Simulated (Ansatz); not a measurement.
C$_{4}$H$_{8}$Sn, SMILES `[SnH3][CH2]C1=CC1`, relaxed with RKS PBE-D4/def2-SVP in Ansatz from a rough embedded geometry. The force threshold is 0.03 eV/Å; the program also tests the step.

Charge 0, multiplicity 1. Sn: def2 effective core potential.

Start:

```xyz
13

Sn   -0.891   -1.739    0.647
C     0.038   -0.686   -0.923
C     0.457    0.622   -0.390
C     1.486    1.662   -0.144
C     0.144    1.899    0.143
H    -1.385   -3.381    0.026
H    -2.290   -0.909    1.210
H     0.262   -1.999    1.916
H     0.887   -1.234   -1.305
H    -0.706   -0.550   -1.763
H     2.501    1.900   -0.034
H    -0.334    2.619   -0.604
H    -0.168    1.796    1.220
```

(1) How much energy does the relaxation release, and in how many steps? (Estimate.)

(2) Which bonds change most? (Estimate.)

(3) Give the relaxed structure. (An estimate is asked.)

## Answers

(1) The calculation gave: 155.39 kJ/mol, in 10 steps.

(2) Computed: C3–C4 from 1.483 to 1.315 Å; C4–C5 from 1.392 to 1.511 Å; Sn1–C2 from 2.106 to 2.208 Å; C3–C5 from 1.418 to 1.512 Å.

(3) The calculation gave: 
```xyz
13

Sn   -0.834   -1.824    0.669
C     0.039   -0.629   -0.969
C     0.521    0.652   -0.455
C     1.476    1.452   -0.033
C     0.070    1.997    0.069
H    -1.346   -3.353    0.040
H    -2.187   -0.987    1.343
H     0.371   -2.060    1.883
H     0.847   -1.240   -1.420
H    -0.778   -0.499   -1.708
H     2.534    1.650    0.163
H    -0.286    2.772   -0.644
H    -0.427    2.069    1.062
```
